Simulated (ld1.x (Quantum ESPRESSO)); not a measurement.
What one change does to a pseudopotential (caesium, TM)

ld1.x (Quantum ESPRESSO) 7.5 input, shortened:

```
&input
   title='Cs', zed=55., rel=2, dft='PBE', iswitch=3,
   config='[Xe] 5d0 6s1 6p0', rel_dist='average'
 /
 &inputp
   pseudotype=2, tm=.true., lloc=-1, rcloc=2.10,
   nlcc=.false.
 /
3
5S  1  0   2.00   0.00  1.80  1.80  0.0
5P  2  1   6.00   0.00  3.30  3.30  0.0
5D  3  2   0.00   0.00  3.95  3.95  0.0
 &test
   configts(1)='5s2 5p6 5d0 6s1 6p0'
 /
```

Open shells are filled in proportion to 2j + 1 (rel_dist='average').

Occupied shells without a wave of their own: 6s. They enter only through the test configuration that unscreens the potential.

All-electron outer shells of the reference configuration (PBE, scalar-relativistic, ld1.x):

| shell | level (eV) | outermost node (bohr) | outermost maximum (bohr) |
| --- | --- | --- | --- |
| 4p | -160.81 | 0.36 | 0.67 |
| 4d | -74.25 | 0.33 | 0.72 |
| 5s | -26.73 | 0.82 | 1.54 |
| 5p | -13.52 | 0.89 | 1.79 |
| 6s | -2.09 | 2.11 | 4.80 |
| 6p | -0.74 | 2.61 | 6.72 |
| 5d | -0.38 | 1.06 | 3.51 |

Change: core correction a·sin(br)/r model core inside 1.30 bohr (6s counted twice).

Cutoffs: the cutoffs (Ry, on a coarse ladder) from which the occupation-weighted sum of valence levels, in a spherical-Bessel basis at the reference potential, stays within 10 and 1 mRy of its value at 400 Ry; they do not see the model core or the augmentation charge, which bear on the density cutoff. Errors are all-electron minus pseudo energies relative to the spin-unpolarised reference configuration.

Problem. Predict the effect on cutoff, ghosts and configuration errors.

Solution. The potential gets neither clearly harder nor softer (35 Ry and 70 Ry → 35 Ry and 70 Ry); of the 7 tests that both files solve, the error grows in 5 and shrinks in 2 by more than 15 % and 0.3 meV (median size 22.8 → 53.3 meV); neither file shows a bound ghost. In the changed file ld1.x takes every shell without a wave as core, so the model core holds the 6s electrons as well and exchange and correlation see them twice. This cancels in the reference configuration, but the file is broken for other ones, and its errors say nothing about a proper core correction. A model core, the more so a compact one, raises the density cutoff, which this test does not measure.

| quantity | base | changed |
| --- | --- | --- |
| cutoff, loose | 35 Ry | 35 Ry |
| cutoff, tight | 70 Ry | 70 Ry |
| bound ghosts | none | none |
| error for 5s2 5p6 5d0 6s0 6p0, meV [ΔE 3.86 eV] | -58 | -177 |
| error for 5s2 5p6 5d0 6s0.5 6p0, meV [ΔE 1.47 eV] | -22 | -53 |
| error for 5s2 5p6 5d0 6s0 6p1, meV [ΔE 1.37 eV] | -23 | -55 |
| error for 5s2 5p6 5d0.5 6s0.5 6p0, meV [ΔE 0.84 eV] | -17 | -21 |
| error for 5s2 5p5 5d0 6s1 6p0, meV [ΔE 17.91 eV] | +13 | -1.9 |
| error for 5s2 5p6 5d1 6s0 6p0, meV [ΔE 1.67 eV] | -34 | -50 |
| error for 5s1 5p6 5d0 6s1 6p0, meV [ΔE 31.65 eV] | +99 | +72 |
| s: phases at 4.31 bohr within 0.05 rad from the reference energy up to (Ry; the scan ends near 5) | -0.1 | -0.1 |
| p1/2: phases at 4.31 bohr within 0.05 rad from the reference energy up to (Ry; the scan ends near 5) | 0.1 | 0.1 |
| p3/2: phases at 4.31 bohr within 0.05 rad from the reference energy up to (Ry; the scan ends near 5) | 0.1 | 0.1 |
| d3/2: phases at 4.31 bohr within 0.05 rad from the reference energy up to (Ry; the scan ends near 5) | 1.3 | 1.3 |
| d5/2: phases at 4.31 bohr within 0.05 rad from the reference energy up to (Ry; the scan ends near 5) | 1.2 | 1.2 |
